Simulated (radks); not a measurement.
Results of a calculation; reference values are marked as such.
Q: These are the eigenvalues of the occupied orbitals of an atom or ion with whole-number occupations (Ry). Code: a radial shooting solver on a logarithmic mesh with Libxc functionals. Model: Dirac Kohn-Sham, Slater X-alpha with alpha = 0.872, spin-unpolarised, spherical densities, point nucleus.

| orbital | eigenvalue |
|---|---|
| 1s1/2 | -121.5071 |
| 2s1/2 | -25.91167 |

Which element is it, and in what charge state? The configuration may be excited. Open shells, if any, fill j = l - 1/2 first.

A: Z = 12, magnesium, charge +9: Mg9+ in [He] 2s1. The 1s level, -60.754 hartree, gives Z - s = 11.0 by -(Z - s)^2/2, which with screening and relativity narrows Z to a few neighbours, and the depths must fix Z and the occupations together.
